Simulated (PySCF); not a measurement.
C$_{2}$HO (SMILES [CH]=C=O), doublet, at a GFN2-xTB geometry; PySCF with PBE0-D4/def2-SVP.

Here is a job for PySCF.
```python
from pyscf import gto, scf, dft

mol = gto.M(
    atom='''
C     0.020962   -0.291180   -1.196607
C     0.004407    0.004021    0.017111
H     0.107673   -0.539854   -2.209945
O    -0.032486    0.282851    1.160865
''',
    basis='def2-svp',
    charge=0,
    spin=1,
    verbose=4,
)

mf = dft.UKS(mol)
mf.xc = 'pbe0'
mf.disp = 'd4'
mf.kernel()
mf.analyze()
```

It wrote (shortened):

```
PySCF version 2.14.0

[INPUT] verbose = 4
[INPUT] num. atoms = 4
[INPUT] num. electrons = 21
[INPUT] charge = 0
[INPUT] spin (= nelec alpha-beta = 2S) = 1
[INPUT] symmetry False subgroup None
[INPUT] Mole.unit = angstrom
[INPUT] Symbol           X                Y                Z      unit          X                Y                Z       unit  Magmom
[...]
nuclear repulsion = 52.9167182732637
number of shells = 21
number of NR pGTOs = 79
number of NR cGTOs = 47
basis = def2-svp
ecp = {}

******** <class 'pyscf.dft.uks.UKS'> ********
method = UKS
initial guess = minao
damping factor = 0
level_shift factor = 0
DIIS = <class 'pyscf.scf.diis.CDIIS'>
diis_start_cycle = 1
diis_space = 8
diis_damp = 0
SCF conv_tol = 1e-09
SCF conv_tol_grad = None
SCF max_cycles = 50
direct_scf = True
direct_scf_tol = 1e-13
number electrons alpha = 11  beta = 10
XC library pyscf.dft.libxc version 7.1.2
    S. Lehtola, C. Steigemann, M. J. T. Oliveira, and M. A. L. Marques,  SoftwareX 7, 1–5 (2018)
XC functionals = pbe0
    C. Adamo and V. Barone,  J. Chem. Phys. 110, 6158 (1999)
    M. Ernzerhof and G. E. Scuseria,  J. Chem. Phys. 110, 5029 (1999)
radial grids:
    Treutler-Ahlrichs [JCP 102, 346 (1995); DOI:10.1063/1.469408] (M4) radial grids

becke partition: Becke, JCP 88, 2547 (1988); DOI:10.1063/1.454033
pruning grids: <function nwchem_prune>
grids dens level: 3
symmetrized grids: False
atomic radii adjust function: <function treutler_atomic_radii_adjust>
small_rho_cutoff = 0
Set gradient conv threshold to 3.16228e-05
tot grids = 52128
Calc dispersion correction with DFTD4.
Parameters: xc=pbe0, atm=True
init E= -152.064340028817

cycle= 1 E= -151.562766358182  delta_E= 0.502  |g|= 0.416  |ddm|= 1.75
cycle= 2 E= -151.206886987522  delta_E= 0.356  |g|= 1.02  |ddm|= 1.13
cycle= 3 E= -151.632339721918  delta_E= -0.425  |g|= 0.0829  |ddm|= 0.852
cycle= 4 E= -151.634841014642  delta_E= -0.0025  |g|= 0.054  |ddm|= 0.111
cycle= 5 E= -151.636451414325  delta_E= -0.00161  |g|= 0.0131  |ddm|= 0.0555
cycle= 6 E= -151.636587348952  delta_E= -0.000136  |g|= 0.00487  |ddm|= 0.0161
cycle= 7 E= -151.6366275539  delta_E= -4.02e-05  |g|= 0.00154  |ddm|= 0.0118
cycle= 8 E= -151.63663205839  delta_E= -4.5e-06  |g|= 0.000361  |ddm|= 0.00439
cycle= 9 E= -151.636632303748  delta_E= -2.45e-07  |g|= 0.000113  |ddm|= 0.00104
cycle= 10 E= -151.63663232095  delta_E= -1.72e-08  |g|= 2.2e-05  |ddm|= 0.000295
cycle= 11 E= -151.636632321719  delta_E= -7.69e-10  |g|= 7.01e-06  |ddm|= 4.95e-05
[...]
converged SCF energy = -151.636632321853  <S^2> = 0.76202371  2S+1 = 2.0119878
Total Energy =                        -151.636632321852801
[...]

 ** Mulliken spin pop alpha/beta on meta-lowdin orthogonal AOs **
 ** Mulliken Spin Density (per AO)  **
spin_pop of  0 C 1s       -0.00001
spin_pop of  0 C 2s        0.03297
spin_pop of  0 C 3s       -0.00029
spin_pop of  0 C 2px       0.02918
spin_pop of  0 C 2py       0.61619
spin_pop of  0 C 2pz       0.04570
spin_pop of  0 C 3px      -0.00025
spin_pop of  0 C 3py       0.00067
spin_pop of  0 C 3pz      -0.00029
spin_pop of  0 C 3dxy     -0.00000
spin_pop of  0 C 3dyz      0.00025
spin_pop of  0 C 3dz^2    -0.00033
spin_pop of  0 C 3dxz     -0.00001
spin_pop of  0 C 3dx2-y2    0.00014
spin_pop of  1 C 1s        0.00000
spin_pop of  1 C 2s       -0.01448
spin_pop of  1 C 3s       -0.00001
spin_pop of  1 C 2px      -0.02827
spin_pop of  1 C 2py       0.00608
spin_pop of  1 C 2pz      -0.00857
spin_pop of  1 C 3px       0.00008
spin_pop of  1 C 3py       0.00099
spin_pop of  1 C 3pz      -0.00044
spin_pop of  1 C 3dxy     -0.00001
spin_pop of  1 C 3dyz      0.00172
spin_pop of  1 C 3dz^2     0.00031
spin_pop of  1 C 3dxz     -0.00015
spin_pop of  1 C 3dx2-y2    0.00014
spin_pop of  2 H 1s       -0.02593
spin_pop of  2 H 2s       -0.00007
spin_pop of  2 H 2px      -0.00003
spin_pop of  2 H 2py       0.00019
spin_pop of  2 H 2pz      -0.00010
spin_pop of  3 O 1s       -0.00000
spin_pop of  3 O 2s        0.00617
spin_pop of  3 O 3s       -0.00017
spin_pop of  3 O 2px       0.00030
spin_pop of  3 O 2py       0.31572
spin_pop of  3 O 2pz       0.02127
spin_pop of  3 O 3px      -0.00008
spin_pop of  3 O 3py       0.00110
spin_pop of  3 O 3pz       0.00020
spin_pop of  3 O 3dxy      0.00000
spin_pop of  3 O 3dyz      0.00007
spin_pop of  3 O 3dz^2     0.00003
spin_pop of  3 O 3dxz      0.00001
spin_pop of  3 O 3dx2-y2    0.00003
 ** Mulliken Spin Density (per atom)  **
spin density of  0 C =      0.72392
spin density of  1 C =     -0.04263
spin density of  2 H =     -0.02594
spin density of  3 O =      0.34464
 ** Mulliken pop alpha/beta on meta-lowdin orthogonal AOs **
 ** Mulliken pop       alpha | beta **
In total            11.00000 | 10.00000
 ** Mulliken atomic charges   ( Nelec_alpha | Nelec_beta ) **
charge of  0C =     -0.24627  (     3.48509      2.76117 )
charge of  1C =      0.32622  (     2.81558      2.85820 )
charge of  2H =      0.17905  (     0.39751      0.42345 )
charge of  3O =     -0.25900  (     4.30182      3.95718 )
Dipole moment(X, Y, Z, Debye):  0.16567, -0.46478, -1.89348
```
